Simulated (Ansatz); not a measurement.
Geometry optimisation, Ansatz 0.2.0, RKS PBE-D4/def2-SVP.

Input file:

```yaml
crystal:
  periodic: [false, false, false]
  atoms:
    - { symbol: Al, position_ang: [0.0, 0.0, 0.0] }
    - { symbol: O, position_ang: [0.0, 0.0, 1.78] }
    - { symbol: H, position_ang: [-0.9095, -0.2814, 2.1171] }
    - { symbol: O, position_ang: [1.5415, 0.0, -0.89] }
    - { symbol: Si, position_ang: [2.3874, -1.376, -1.352] }
    - { symbol: H, position_ang: [1.4599, -2.3514, -1.9176] }
    - { symbol: H, position_ang: [3.3882, -1.0195, -2.3535] }
    - { symbol: H, position_ang: [3.0504, -1.9546, -0.187] }
    - { symbol: F, position_ang: [-1.4635, 0.0, -0.845] }
basis:
  gaussian: { orbitals: def2-SVP }
hamiltonian:
  xc: pbe
  dispersion: d4
relax:
  f_tol: 0.02
  max_steps: 40
output:
  orbitals: {}
```

Launched with:

```bash
$ ansatz run input.yaml --threads 2 --pin off --max-ram 3072MiB --backend cpu --events-out ev --progress --plain --runs-dir out
```

Q: Where does it end, and by what steps?

A: The run converged. The force dipped under the threshold on the way, but the program's further checks kept it going. After 15 steps the energy has fallen by 0.365 eV; O4 moved furthest, 0.94 Å.

```json
{"step": "0", "energy less start (eV)": "0.0000", "largest force component (eV/Å)": "1.491", "accepted": "yes"}
{"step": "1", "energy less start (eV)": "-0.1708", "largest force component (eV/Å)": "1.102", "accepted": "yes"}
{"step": "2", "energy less start (eV)": "-0.2305", "largest force component (eV/Å)": "0.683", "accepted": "yes"}
{"step": "3", "energy less start (eV)": "-0.3058", "largest force component (eV/Å)": "0.383", "accepted": "yes"}
{"step": "4", "energy less start (eV)": "-0.3333", "largest force component (eV/Å)": "0.348", "accepted": "yes"}
{"step": "5", "energy less start (eV)": "-0.3568", "largest force component (eV/Å)": "0.099", "accepted": "yes"}
{"step": "6", "energy less start (eV)": "-0.3626", "largest force component (eV/Å)": "0.037", "accepted": "yes"}
{"step": "7", "energy less start (eV)": "-0.3465", "largest force component (eV/Å)": "0.406", "accepted": "no"}
{"step": "8", "energy less start (eV)": "-0.3627", "largest force component (eV/Å)": "0.058", "accepted": "yes"}
{"step": "9", "energy less start (eV)": "-0.3643", "largest force component (eV/Å)": "0.004", "accepted": "yes"}
{"step": "10", "energy less start (eV)": "-0.3642", "largest force component (eV/Å)": "0.094", "accepted": "no"}
{"step": "11", "energy less start (eV)": "-0.3645", "largest force component (eV/Å)": "0.057", "accepted": "yes"}
{"step": "12", "energy less start (eV)": "-0.3638", "largest force component (eV/Å)": "0.071", "accepted": "no"}
{"step": "13", "energy less start (eV)": "-0.3645", "largest force component (eV/Å)": "0.042", "accepted": "yes"}
{"step": "14", "energy less start (eV)": "-0.3647", "largest force component (eV/Å)": "0.025", "accepted": "yes"}
{"step": "15", "energy less start (eV)": "-0.3647", "largest force component (eV/Å)": "0.002", "accepted": "yes"}
```

```xyz
9
Properties=species:S:1:pos:R:3
Al -0.187 -0.131 0.086
O -0.165 -0.051 1.788
H -0.902 0.340 2.283
O 1.114 -0.819 -0.743
Si 2.457 -1.530 -1.411
H 2.043 -2.672 -2.301
H 3.216 -0.523 -2.232
H 3.365 -2.061 -0.335
F -1.486 0.464 -0.782
```

The run took 11 s on 2 threads of AMD EPYC 9R45 96-Core Processor (Zen 5) (shared host), peak memory 0.17 GiB.
